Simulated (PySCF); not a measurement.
Simulation results for AlGe$_{2}$H$_{9}$Si, AlCl$_{2}$GeH$_{3}$, AlBClGeH$_{3}$, AlGeH$_{8}$NSi and others

Calculation on a computer-drawn molecule: the log of a Hartree-Fock and frozen-core CCSD(T) single point meant for a local Hartree-Fock minimum, with one planted fault or none, to be diagnosed. Offsets are logged minus clean, where the clean run is the same molecule without the fault. The reference is restricted for singlets and unrestricted otherwise, and also for a bond in bohr or an excited solution. Adding or removing an electron swaps singlet and doublet. The excited solution moves the top pair (singlet) or top alpha electron (doublet) to the lowest empty orbital. Highest occupied and lowest empty are orbital energies over both spins, largest force is the largest gradient component, triples share is (T) over the correlation energy, the T1 limit is 0.02 restricted and 0.045 unrestricted, electrons count all cores, a negative frequency is imaginary (commonest isotopes), and the dipole is about the centre of nuclear charge; on germanium a core potential holds 10 electrons, which the energies leave out, and 3d is frozen in MP2 and coupled-cluster steps. Program: PySCF 2.14.0.

Common to all runs: meant charge 0; meant multiplicity 1; meant basis cc-pV(D+d)Z; meant basis and core potential on germanium cc-pVDZ-PP ECP10MDF; logged SCF converged yes; possible faults no fault, one electron removed, one electron added, multiplicity raised by two, geometry at a saddle point, SCF held on an excited solution, minimal basis STO-3G, one bond length entered in bohr, all coordinates scaled.

(1) AlGe$_{2}$H$_{9}$Si

Logged structure:
```xyz
13
AlGe2H9Si
Al    -1.8017    -1.8012    -0.0578
Ge     0.1961    -1.1068    -1.4028
Si     1.1444     1.0060    -0.7118
Ge    -0.4000     2.8236    -1.0467
H     -3.2656    -1.5556    -0.6010
H     -1.6004    -2.4718     1.3598
H     -0.1458    -0.9778    -2.8983
H      1.3185    -2.1563    -1.2949
H      1.4805     0.9430     0.7338
H      2.3929     1.2854    -1.4634
H     -0.7433     2.9827    -2.5325
H     -1.7067     2.5432    -0.2870
H      0.1742     4.1492    -0.5331
```

| Quantity | Value |
| --- | --- |
| logged electrons | 100 |
| logged basis functions | 137 |
| logged spin squared | 0 |
| logged highest occupied | -9.5819 eV |
| logged lowest empty | 0.57788 eV |
| logged largest force | 1.377e-06 hartree/bohr |
| logged lowest frequency | 22.651 cm⁻¹ |
| logged T1 diagnostic | 0.012881 |
| logged D1 diagnostic | 0.029976 |
| logged triples share | 0.026196 |
| logged CC converged | yes |
| logged dipole magnitude | 0.4891 debye |
| logged SCF stable within its kind | yes |
| logged energy HF | -1122.83999 hartree |
| logged energy CCSD(T) | -1123.29982 hartree |
| planted fault | no fault |
| HF energy offset from clean run | 0 kcal/mol |
| CCSD(T) energy offset from clean run | 0 kcal/mol |

Drawn bonds:
| atom | other atom | order |
| --- | --- | --- |
| 1 | 2 | 1 |
| 2 | 3 | 1 |
| 3 | 4 | 1 |
| 1 | 5 | 1 |
| 1 | 6 | 1 |
| 2 | 7 | 1 |
| 2 | 8 | 1 |
| 3 | 9 | 1 |
| 3 | 10 | 1 |
| 4 | 11 | 1 |
| 4 | 12 | 1 |
| 4 | 13 | 1 |

(2) AlCl$_{2}$GeH$_{3}$

Logged structure:
```xyz
7
AlCl2GeH3
Al    -0.2632     1.3486     2.3531
Ge     1.2299     2.6596     0.8174
Cl     3.2648     1.8810     1.0304
Cl     0.6172     2.2391    -1.2416
H     -0.3019    -0.2068     2.1461
H     -1.0951     2.1099     3.4512
H      1.3963     4.1743     0.8623
```

| Property | Result |
| --- | --- |
| logged electrons | 82 |
| logged basis functions | 107 |
| logged spin squared | 0 |
| logged highest occupied | -10.489 eV |
| logged lowest empty | 0.060398 eV |
| logged largest force | 9.617e-06 hartree/bohr |
| logged lowest frequency | 20.645 cm⁻¹ |
| logged T1 diagnostic | 0.010809 |
| logged D1 diagnostic | 0.028254 |
| logged triples share | 0.023828 |
| logged CC converged | yes |
| logged dipole magnitude | 3.8538 debye |
| logged SCF stable within its kind | yes |
| logged energy HF | -1456.13808 hartree |
| logged energy CCSD(T) | -1456.62914 hartree |
| planted fault | no fault |
| HF energy offset from clean run | 0 kcal/mol |
| CCSD(T) energy offset from clean run | 0 kcal/mol |

Drawn bonds:
| atom | other atom | order |
| --- | --- | --- |
| 1 | 2 | 1 |
| 2 | 3 | 1 |
| 2 | 4 | 1 |
| 1 | 5 | 1 |
| 1 | 6 | 1 |
| 2 | 7 | 1 |

(3) AlCl$_{2}$GeH$_{3}$

Logged structure:
```xyz
7
AlCl2GeH3
Al    -0.2632     1.3486     2.3531
Ge     1.2299     2.6596     0.8174
Cl     3.2648     1.8810     1.0304
Cl     0.6172     2.2391    -1.2416
H     -0.3019    -0.2068     2.1461
H     -1.8352     2.7872     4.4283
H      1.3963     4.1743     0.8623
```

| Item | Value |
| --- | --- |
| logged electrons | 82 |
| logged basis functions | 107 |
| logged spin squared | 0.8269 |
| logged highest occupied | -8.7226 eV |
| logged lowest empty | -0.30791 eV |
| logged largest force | 0.0082405 hartree/bohr |
| logged T1 diagnostic | 0.045912 |
| logged D1 diagnostic | 0.23366 |
| logged triples share | 0.029457 |
| logged CC converged | yes |
| logged dipole magnitude | 3.6912 debye |
| logged SCF stable within its kind | yes |
| logged energy HF | -1456.03994 hartree |
| logged energy CCSD(T) | -1456.52141 hartree |
| planted fault | one bond length entered in bohr, row 5 of the drawn bonds |
| HF energy offset from clean run | 61.58 kcal/mol |
| CCSD(T) energy offset from clean run | 67.6 kcal/mol |

Drawn bonds:
| atom | other atom | order |
| --- | --- | --- |
| 1 | 2 | 1 |
| 2 | 3 | 1 |
| 2 | 4 | 1 |
| 1 | 5 | 1 |
| 1 | 6 | 1 |
| 2 | 7 | 1 |

Notes: T1 above single-reference limit.

(4) AlCl$_{2}$GeH$_{3}$

Logged structure:
```xyz
7
AlCl2GeH3
Al    -0.2503     1.2825     2.2378
Ge     1.1696     2.5293     0.7774
Cl     3.1048     1.7889     0.9799
Cl     0.5870     2.1293    -1.1808
H     -0.2871    -0.1966     2.0409
H     -1.0415     2.0065     3.2821
H      1.3279     3.9697     0.8200
```

| Quantity | Value |
| --- | --- |
| logged electrons | 82 |
| logged basis functions | 107 |
| logged spin squared | 0 |
| logged highest occupied | -10.371 eV |
| logged lowest empty | 0.28982 eV |
| logged largest force | 0.041662 hartree/bohr |
| logged T1 diagnostic | 0.010011 |
| logged D1 diagnostic | 0.02641 |
| logged triples share | 0.022807 |
| logged CC converged | yes |
| logged dipole magnitude | 3.0682 debye |
| logged SCF stable within its kind | yes |
| logged energy HF | -1456.12097 hartree |
| logged energy CCSD(T) | -1456.6105 hartree |
| planted fault | all coordinates scaled, by -4.9 % |
| HF energy offset from clean run | 10.73 kcal/mol |
| CCSD(T) energy offset from clean run | 11.7 kcal/mol |

Drawn bonds:
| atom | other atom | order |
| --- | --- | --- |
| 1 | 2 | 1 |
| 2 | 3 | 1 |
| 2 | 4 | 1 |
| 1 | 5 | 1 |
| 1 | 6 | 1 |
| 2 | 7 | 1 |

(5) AlBClGeH$_{3}$

Logged structure:
```xyz
7
AlBClGeH3
Al    -0.9118    -0.8658     2.4009
Ge    -0.9083    -0.1051    -0.0203
B      1.0272     0.5661     0.1696
Cl     2.3976    -0.5049    -0.2256
H     -1.4286     0.1108     3.5350
H     -0.5215    -2.3589     2.7480
H      1.3086     1.6896     0.4736
```

| Item | Value |
| --- | --- |
| logged electrons | 71 |
| logged basis functions | 98 |
| logged spin squared | 0.7774 |
| logged highest occupied | -1.8073 eV |
| logged lowest empty | 5.0603 eV |
| logged largest force | 0.030283 hartree/bohr |
| logged T1 diagnostic | 0.022134 |
| logged D1 diagnostic | 0.095316 |
| logged triples share | 0.034481 |
| logged CC converged | yes |
| logged dipole magnitude | 1.4658 debye |
| logged SCF stable within its kind | yes |
| logged energy HF | -1021.26338 hartree |
| logged energy CCSD(T) | -1021.70519 hartree |
| planted fault | one electron added |
| HF energy offset from clean run | -20.55 kcal/mol |
| CCSD(T) energy offset from clean run | -30.8 kcal/mol |

Drawn bonds:
| atom | other atom | order |
| --- | --- | --- |
| 1 | 2 | 1 |
| 2 | 3 | 1 |
| 3 | 4 | 1 |
| 1 | 5 | 1 |
| 1 | 6 | 1 |
| 3 | 7 | 1 |

(6) AlBClGeH$_{3}$

Structure as in entry 5.

| Item | Value |
| --- | --- |
| logged electrons | 70 |
| logged basis functions | 98 |
| logged spin squared | 0 |
| logged highest occupied | -8.4445 eV |
| logged lowest empty | -0.066721 eV |
| logged largest force | 3.083e-05 hartree/bohr |
| logged lowest frequency | 55.968 cm⁻¹ |
| logged T1 diagnostic | 0.018154 |
| logged D1 diagnostic | 0.060975 |
| logged triples share | 0.031132 |
| logged CC converged | yes |
| logged dipole magnitude | 1.3875 debye |
| logged SCF stable within its kind | yes |
| logged energy HF | -1021.23064 hartree |
| logged energy CCSD(T) | -1021.65611 hartree |
| planted fault | no fault |
| HF energy offset from clean run | 0 kcal/mol |
| CCSD(T) energy offset from clean run | 0 kcal/mol |

Drawn bonds:
| atom | other atom | order |
| --- | --- | --- |
| 1 | 2 | 1 |
| 2 | 3 | 1 |
| 3 | 4 | 1 |
| 1 | 5 | 1 |
| 1 | 6 | 1 |
| 3 | 7 | 1 |

(7) AlGeH$_{8}$NSi

Logged structure:
```xyz
12
AlGeH8NSi
Al    -0.2355     0.0989    -0.3087
N      0.0293     1.8517    -0.3840
Ge     1.5075     2.8903    -0.7985
Si     3.4370     1.5553    -1.3392
H     -1.6617    -0.4464     0.0912
H      0.9794    -0.8489    -0.6486
H     -0.7648     2.4321    -0.1616
H      1.8301     3.8064     0.3961
H      1.1624     3.8056    -1.9874
H      3.8357     0.7039    -0.1953
H      4.5480     2.4876    -1.6515
H      3.1822     0.7031    -2.5229
```

| Item | Value |
| --- | --- |
| logged electrons | 75 |
| logged basis functions | 123 |
| logged spin squared | 0.766 |
| logged highest occupied | 0.95304 eV |
| logged lowest empty | 6.9587 eV |
| logged largest force | 0.046729 hartree/bohr |
| logged T1 diagnostic | 0.014544 |
| logged D1 diagnostic | 0.042767 |
| logged triples share | 0.026842 |
| logged CC converged | yes |
| logged dipole magnitude | 10.506 debye |
| logged SCF stable within its kind | yes |
| logged energy HF | -883.31817 hartree |
| logged energy CCSD(T) | -883.85257 hartree |
| planted fault | one electron added |
| HF energy offset from clean run | 33.6 kcal/mol |
| CCSD(T) energy offset from clean run | 24.96 kcal/mol |

Drawn bonds:
| atom | other atom | order |
| --- | --- | --- |
| 1 | 2 | 1 |
| 2 | 3 | 1 |
| 3 | 4 | 1 |
| 1 | 5 | 1 |
| 1 | 6 | 1 |
| 2 | 7 | 1 |
| 3 | 8 | 1 |
| 3 | 9 | 1 |
| 4 | 10 | 1 |
| 4 | 11 | 1 |
| 4 | 12 | 1 |

Notes: highest electron not bound in this basis.

(8) AlGeH$_{8}$NSi

Structure as in entry 7.

| Quantity | Value |
| --- | --- |
| logged electrons | 74 |
| logged basis functions | 123 |
| logged spin squared | 0 |
| logged highest occupied | -2.3132 eV |
| logged lowest empty | -6.3576 eV |
| logged largest force | 0.18634 hartree/bohr |
| logged CC converged | no |
| logged dipole magnitude | 14.897 debye |
| logged SCF stable within its kind | no |
| logged energy HF | -882.75348 hartree |
| planted fault | SCF held on an excited solution |
| HF energy offset from clean run | 387.9 kcal/mol |

Drawn bonds:
| atom | other atom | order |
| --- | --- | --- |
| 1 | 2 | 1 |
| 2 | 3 | 1 |
| 3 | 4 | 1 |
| 1 | 5 | 1 |
| 1 | 6 | 1 |
| 2 | 7 | 1 |
| 3 | 8 | 1 |
| 3 | 9 | 1 |
| 4 | 10 | 1 |
| 4 | 11 | 1 |
| 4 | 12 | 1 |

Notes: CCSD not converged.

(9) Al$_{2}$GeH$_{7}$N

Logged structure:
```xyz
11
Al2GeH7N
Al    -1.8533    -2.7915     0.5166
N     -1.2979    -1.2510     1.2550
Al     0.1973    -0.4273     0.7031
Ge    -2.3360    -0.5213     2.6229
H     -1.0160    -3.4662    -0.6355
H     -3.1935    -3.4329     1.0547
H      1.0241     2.1510     1.9537
H      1.0498    -1.0912    -0.4463
H     -1.6335     0.7197     3.1793
H     -3.7163    -0.1276     2.0823
H     -2.5164    -1.5519     3.7439
```

| Property | Result |
| --- | --- |
| logged electrons | 72 |
| logged basis functions | 118 |
| logged spin squared | 0.7954 |
| logged highest occupied | -8.1135 eV |
| logged lowest empty | 1.2121 eV |
| logged largest force | 0.0098202 hartree/bohr |
| logged T1 diagnostic | 0.054173 |
| logged D1 diagnostic | 0.26406 |
| logged triples share | 0.032935 |
| logged CC converged | yes |
| logged dipole magnitude | 0.54693 debye |
| logged SCF stable within its kind | yes |
| logged energy HF | -835.69205 hartree |
| logged energy CCSD(T) | -836.15948 hartree |
| planted fault | one bond length entered in bohr, row 6 of the drawn bonds |
| HF energy offset from clean run | 63.42 kcal/mol |
| CCSD(T) energy offset from clean run | 68.24 kcal/mol |

Drawn bonds:
| atom | other atom | order |
| --- | --- | --- |
| 1 | 2 | 1 |
| 2 | 3 | 1 |
| 2 | 4 | 1 |
| 1 | 5 | 1 |
| 1 | 6 | 1 |
| 3 | 7 | 1 |
| 3 | 8 | 1 |
| 4 | 9 | 1 |
| 4 | 10 | 1 |
| 4 | 11 | 1 |

Notes: T1 above single-reference limit.

(10) Al$_{2}$GeH$_{7}$N

Logged structure:
```xyz
11
Al2GeH7N
Al    -1.8533    -2.7915     0.5166
N     -1.2979    -1.2510     1.2550
Al     0.1973    -0.4273     0.7031
Ge    -2.3360    -0.5213     2.6229
H     -1.0160    -3.4662    -0.6355
H     -3.1935    -3.4329     1.0547
H      0.6348     0.9371     1.3649
H      1.0498    -1.0912    -0.4463
H     -1.6335     0.7197     3.1793
H     -3.7163    -0.1276     2.0823
H     -2.5164    -1.5519     3.7439
```

| Property | Result |
| --- | --- |
| logged electrons | 72 |
| logged basis functions | 118 |
| logged spin squared | 0 |
| logged highest occupied | -10.778 eV |
| logged lowest empty | 1.6016 eV |
| logged largest force | 2.885e-05 hartree/bohr |
| logged lowest frequency | 36.919 cm⁻¹ |
| logged T1 diagnostic | 0.013974 |
| logged D1 diagnostic | 0.044682 |
| logged triples share | 0.026785 |
| logged CC converged | yes |
| logged dipole magnitude | 0.45927 debye |
| logged SCF stable within its kind | yes |
| logged energy HF | -835.79311 hartree |
| logged energy CCSD(T) | -836.26823 hartree |
| planted fault | no fault |
| HF energy offset from clean run | 0 kcal/mol |
| CCSD(T) energy offset from clean run | 0 kcal/mol |

Drawn bonds:
| atom | other atom | order |
| --- | --- | --- |
| 1 | 2 | 1 |
| 2 | 3 | 1 |
| 2 | 4 | 1 |
| 1 | 5 | 1 |
| 1 | 6 | 1 |
| 3 | 7 | 1 |
| 3 | 8 | 1 |
| 4 | 9 | 1 |
| 4 | 10 | 1 |
| 4 | 11 | 1 |
